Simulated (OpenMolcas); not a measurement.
# Ir7+: effect of the basis set

```
Program             : OpenMolcas 26.06
Method              : RASSCF
Active space        : 8 electrons in 8 orbitals (RAS1 5p, at most 2 holes; RAS2 5d)
State averaging     : 2S+1 = 3 even, 10 roots; 2S+1 = 1 even, 15 roots
Spin-orbit coupling : RASSI with atomic mean-field integrals over the reference wave functions, term energies averaged over their components
```

A. ANO-R2 [8s6p5d3f1g], X2C, finite nucleus; cost roughly 20 core-seconds
B. ANO-RCC-VTZP [8s7p5d3f1g], DKH2, point nucleus; cost about 18 core-seconds
C. ANO-RCC-VQZP [9s8p6d4f2g1h], DKH2, point nucleus; cost roughly 40 core-seconds

Energies in eV above 5d² ³F₂, the measured ground level; measured values from van het Hof, Joshi, Wyart and Sugar, J. Res. Natl. Inst. Stand. Technol. 100, 687 (1995).

| Level | A | B | C | Measured |
| --- | --- | --- | --- | --- |
| 5d² ³F₂ | 0.0000 | 0.0000 | 0.0000 | 0.0000 |
| 5d² ³F₃ | 1.6134 | 1.6560 | 1.5657 | 1.5711 |
| 5d² ³P₀ | 2.3472 | 2.3510 | 2.3606 | 2.1392 |
| 5d² ³F₄ | 2.8248 | 2.8854 | 2.7610 | 2.6799 |
| 5d² ³P₁ | 3.3840 | 3.4239 | 3.3558 | 3.1270 |
| 5d² ¹G₄ | 4.9121 | 4.9777 | 4.8636 | 4.4948 |
| 5d² ³P₂ [55 %] | 5.1364 | 5.2191 | 5.0626 |  |
| 5d² ¹S₀ | 8.4488 | 8.5058 | 8.4359 | 8.0617 |

Deviations, from unrounded energies. A percentage is the sum of absolute deviations over the sum of measured energies, with the sign that they share, or ± where signs differ.

| Against measurement | Levels | A | B | C |
| --- | --- | --- | --- | --- |
| mean absolute deviation (cm-1) | 6 | 2000 | 2300 | 1700 |
| fine structure of the ground term (%) | 2 | +4.4 | +6.8 | ±2.0 |
| other terms of the ground configuration (%) | 4 | +7.1 | +8.1 | +6.7 |

C lies closest to measurement on these levels and B furthest from it. The largest miss of C in the table is 5d² ¹S₀, by +3000 cm-1. The ranking rests on the paired levels alone, and a cruder setting can come out closer through cancelling errors.

Among A to C the level of the table that moves most is 5d² ³P₂ [55 %], by 1300 cm-1 (lowest in C, highest in B).

Without dynamic correlation excited terms often stand tens of per cent too high (terms of higher spin than the ground term too low), and those without a measured partner can miss by more than the paired ones. Active for correlation alone: 5p; no level in the range computed is led by a configuration that opens it, so any true level of that kind is missing. Measured partners are found by configuration, term and J. A level has none where our copy of the source lacks it or the pairing is in doubt (some pairs that miss far off the trend of their configuration count as doubtful), and it then counts in no deviation. Levels of configurations outside the active space are missing. The table leaves out levels that lie high or whose names do not pair safely across all columns.

A share in square brackets marks a mixed level and gives the weight of the term that names it, the lowest over the columns.
